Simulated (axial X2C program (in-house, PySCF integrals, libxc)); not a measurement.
**BeNi along the bond: HF, two-component**

Computed with an in-house relativistic program for diatomic molecules. Two-component (2c) means X2C with spin–orbit coupling and atomic mean-field two-electron Coulomb and Gaunt terms. Basis: Ni dyall-cv3z [9s9p6d3f2g], Be dyall-cv3z [8s8p3d1f] (cores contracted in-house); Gaussian nuclei, density fitting, unrestricted open shells. Masses: Ni 57.935 u, Be 9.012 u.

State: Ω = 3 (⟨Sz⟩ = 1.00, ⟨Lz⟩ = 2.00 at HF). Dipoles are positive if Be is the positive end.

Results along the bond:

```
R (Å)   μ (D)  HOMO (eV)  LUMO (eV)
1.773  -1.451      -6.28       0.48
1.855  -1.542      -6.28       0.52
1.916  -1.585      -6.29       0.54
1.977  -1.605      -6.28       0.56
2.038  -1.602      -6.28       0.58
2.109  -1.573      -6.27       0.59
2.181  -1.515      -6.27       0.60
2.272  -1.405      -6.25       0.60
2.385  -1.227      -6.23       0.58
2.547  -0.920      -6.22       0.55
```

The state is one determinant whose occupation by symmetry is held fixed; it was picked as the lowest of a PBE0 search that is not exhaustive. Other states lie close and PBE0, whose exact exchange favours high spin, may order them wrongly; the determinant shown need not be the ground state. The nearest other spin-free determinant of the search, M_S = 0, Λ = 2, lies 0.06 eV up at the distance of the search. With several unpaired electrons one determinant need not be a pure state. A state of lower Ω lies just above, and one determinant can place such states too high, so the state shown need not be the lowest. The search has Ω = 2 only 0.06 eV up. The determinant is spin-polarised beyond a pure state at some levels (its spin-free form has ⟨S²⟩ too high), which makes Re and μ there less reliable.
